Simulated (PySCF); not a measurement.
H2Ge, charge +1, doublet, geometry from GFN2-xTB (a state made from the parent by changing its charge; the spin is typed, not shown lowest); HF/6-31G* (PySCF).

Here is a job for PySCF.
```python
from pyscf import gto, scf

mol = gto.Mole()
mol.atom = '''
    Ge    0.001547    0.000392    0.052293
    H    -0.071557   -1.398709   -0.824847
    H     0.022055    1.386151   -0.848517
'''
mol.basis = '6-31g*'
mol.charge = 1
mol.spin = 1
mol.verbose = 4
mol.build()

mf = scf.UHF(mol)
mf.kernel()
```

It wrote (shortened):

```
PySCF version 2.14.0

[INPUT] verbose = 4
[INPUT] num. atoms = 3
[INPUT] num. electrons = 33
[INPUT] charge = 1
[INPUT] spin (= nelec alpha-beta = 2S) = 1
[INPUT] symmetry False subgroup None
[INPUT] Mole.unit = angstrom
[INPUT] Symbol           X                Y                Z      unit          X                Y                Z       unit  Magmom
[INPUT]  1 Ge     0.001547000000   0.000392000000   0.052293000000 AA    0.002923406315   0.000740772641   0.098819448232 Bohr   0.0
[INPUT]  2 H     -0.071557000000  -1.398709000000  -0.824847000000 AA   -0.135223132296  -2.643176937964  -1.558734924669 Bohr   0.0
[INPUT]  3 H      0.022055000000   1.386151000000  -0.848517000000 AA    0.041677909677   2.619445757292  -1.603464742038 Bohr   0.0

nuclear repulsion = 20.6790806426127
number of shells = 16
number of NR pGTOs = 103
number of NR cGTOs = 36
basis = 6-31g*
ecp = {}

******** <class 'pyscf.scf.uhf.UHF'> ********
method = UHF
initial guess = minao
damping factor = 0
level_shift factor = 0
DIIS = <class 'pyscf.scf.diis.CDIIS'>
diis_start_cycle = 1
diis_space = 8
diis_damp = 0
SCF conv_tol = 1e-09
SCF conv_tol_grad = None
SCF max_cycles = 50
direct_scf = True
direct_scf_tol = 1e-13
number electrons alpha = 17  beta = 16
Set gradient conv threshold to 3.16228e-05
init E= -2075.18426568385

cycle= 1 E= -2075.8364870514  delta_E= -0.652  |g|= 0.213  |ddm|= 1.03
cycle= 2 E= -2075.87921445967  delta_E= -0.0427  |g|= 0.114  |ddm|= 0.49
cycle= 3 E= -2075.88322146576  delta_E= -0.00401  |g|= 0.0303  |ddm|= 0.0752
cycle= 4 E= -2075.8843745871  delta_E= -0.00115  |g|= 0.00919  |ddm|= 0.0714
cycle= 5 E= -2075.88453913887  delta_E= -0.000165  |g|= 0.00201  |ddm|= 0.032
cycle= 6 E= -2075.88454760331  delta_E= -8.46e-06  |g|= 0.000408  |ddm|= 0.00644
cycle= 7 E= -2075.88454797188  delta_E= -3.69e-07  |g|= 8.38e-05  |ddm|= 0.00123
cycle= 8 E= -2075.88454798781  delta_E= -1.59e-08  |g|= 1.9e-05  |ddm|= 0.000265
cycle= 9 E= -2075.8845479887  delta_E= -8.92e-10  |g|= 9.07e-06  |ddm|= 5.95e-05
Extra cycle  E= -2075.88454798887  delta_E= -1.7e-10  |g|= 6.64e-06  |ddm|= 2.02e-05
converged SCF energy = -2075.88454798887  <S^2> = 0.76301835  2S+1 = 2.0129763
```
